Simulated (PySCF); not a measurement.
Species: H11NSi4.
Numbering: `[SiH3:1][SiH2:2][N:3]([SiH3:4])[SiH3:5]` (hydrogens: H6, H7, H8 on Si1; H9, H10 on Si2; H11, H12, H13 on Si4; H14, H15, H16 on Si5)

Structure used (PBE0-D3(BJ)/def2-SVP), in Å, numbered top down from 1:
```
atom  x, y, z in Å
Si1    2.575   -0.426    0.057
Si2    0.641    0.036   -1.191
N3    -0.756    0.152   -0.127
Si4   -0.934    1.526    0.948
Si5   -1.936   -1.145   -0.111
H6     3.785   -0.530   -0.816
H7     2.391   -1.719    0.788
H8     2.800    0.656    1.067
H9     0.816    1.296   -1.981
H10    0.377   -1.088   -2.146
H11   -0.916    1.111    2.383
H12   -2.211    2.259    0.691
H13    0.220    2.441    0.691
H14   -2.930   -0.830    0.960
H15   -2.645   -1.261   -1.422
H16   -1.291   -2.460    0.187
```

Theory: TDDFT CAM-B3LYP/def2-SVPD, vertical, gas phase, core orbitals frozen in the response in PySCF 2.14.0, density-fitted response routines.

Kohn–Sham orbitals with the atoms that hold most of them (Löwdin shares over 4%, at most four atoms; ? is withheld):

```tsv
orbital	ε (eV)	atoms
LUMO+2	1.16	Si1 32%, Si2 16%, H7 11%, H9 8%
LUMO+1	1.01	Si1 19%, Si4 16%, Si5 15%, Si2 10%
LUMO	0.46	Si2 17%, Si5 13%, Si4 12%, Si1 11%
HOMO	?	?
HOMO-1	-10.12	?
HOMO-2	-10.80	Si2 22%, H9 14%, H10 11%, Si1 9%
HOMO-3	-10.89	Si4 20%, H13 17%, Si5 11%, Si1 10%
```

Question: Give the leading atoms of the HOMO.

Answer: N3 (bonded to 3 Si) 38%; Si1 (bonded to Si and 3 H) 14%; Si2 (bonded to N, Si and 2 H) 14%; Si4 (bonded to N and 3 H) 6%. By element: nitrogen 38%, silicon 33% or more.

Question: Which atoms hold the HOMO-1, and with what shares?

Answer: Si2 (bonded to N, Si and 2 H) 21%; Si1 (bonded to Si and 3 H) 20%; N3 (bonded to 3 Si) 15%; Si5 (bonded to N and 3 H) 8%. By element: silicon 49% or more, nitrogen 15%.

Question: What is the HOMO energy, and the HOMO–LUMO gap?

Answer: ε(HOMO) = -8.55 eV; the gap is 9.01 eV (0.3311 hartree).

Question: The HOMO–LUMO gap is 9.01 eV. Where does the response calculation put the lowest singlet, and from which orbitals?

Answer: S1 is at 5.76 eV (f = 0.0047), 3.25 eV below the gap, made of HOMO→LUMO (95%). 

Next come S2 at 6.74 eV (f 0.032), HOMO→LUMO+3 (60%), HOMO→LUMO+2 (20%), HOMO→LUMO+1 (9%); S3 at 6.88 eV (f 0.0014), HOMO→LUMO+1 (50%), HOMO→LUMO+4 (20%), HOMO→LUMO+2 (12%); S4 at 6.97 eV (f 0.081), HOMO→LUMO+4 (26%), HOMO→LUMO+5 (22%), HOMO→LUMO+1 (18%); S5 at 7.16 eV (f 0.118), HOMO→LUMO+2 (31%), HOMO→LUMO+4 (20%), HOMO→LUMO+3 (14%).

One conformer stands for the species.
